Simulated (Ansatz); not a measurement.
Geometry optimisation, Ansatz, RHF/def2-SVP.

The input (input.yaml):

```yaml
crystal:
  periodic: [false, false, false]
  atoms:
    - { symbol: Ge, position_ang: [-1.066691, 0.321442, 0.424862] }
    - { symbol: H, position_ang: [1.308638, -0.781427, 1.304092] }
    - { symbol: O, position_ang: [1.821812, -0.035627, 0.954055] }
    - { symbol: H, position_ang: [2.011187, -0.295304, 0.059787] }
    - { symbol: Cl, position_ang: [-0.602327, 1.555573, -1.327758] }
    - { symbol: O, position_ang: [-0.666003, -1.239953, -0.316843] }
    - { symbol: H, position_ang: [-0.929717, -2.019604, 0.150905] }
basis:
  gaussian: { orbitals: def2-SVP }
hamiltonian:
  xc: hf
relax:
  f_tol: 0.03
  max_steps: 50
output:
  orbitals: {}
```

Command:

```bash
$ ansatz run input.yaml --threads 1 --pin off --max-ram 2048MiB --backend cpu --events-out ev --progress --plain --runs-dir out
```

Question: Where does it end, and by what steps?

Answer: The forces met the threshold. After 17 steps the energy has fallen by 0.356 eV; H4 moved furthest, 0.88 Å.

```csv
step,energy less start (eV),largest force component (eV/Å),accepted
0,0.0000,1.098,yes
1,0.0240,3.494,no
2,-0.0724,1.127,yes
3,-0.1111,1.822,yes
4,-0.1692,2.017,yes
5,-0.2383,0.978,yes
6,-0.2660,0.729,yes
7,-0.3096,0.119,yes
8,-0.3002,1.567,no
9,-0.3288,0.121,yes
10,-0.3407,0.423,yes
11,-0.3360,0.865,no
12,-0.3484,0.202,yes
13,-0.3521,0.115,yes
14,-0.3528,0.351,yes
15,-0.3553,0.037,yes
16,-0.3554,0.051,yes
17,-0.3556,0.008,yes
```

```xyz
7
Properties=species:S:1:pos:R:3
Ge -0.843 0.260 0.480
H 1.491 -0.962 0.579
O 1.381 -0.096 0.958
H 1.921 0.492 0.442
Cl -0.073 1.281 -1.373
O -0.711 -1.422 -0.123
H -1.289 -2.049 0.286
```

The run took 42 s on 1 thread of Arm Neoverse V2, with other jobs on the host, peak memory 0.19 GiB.
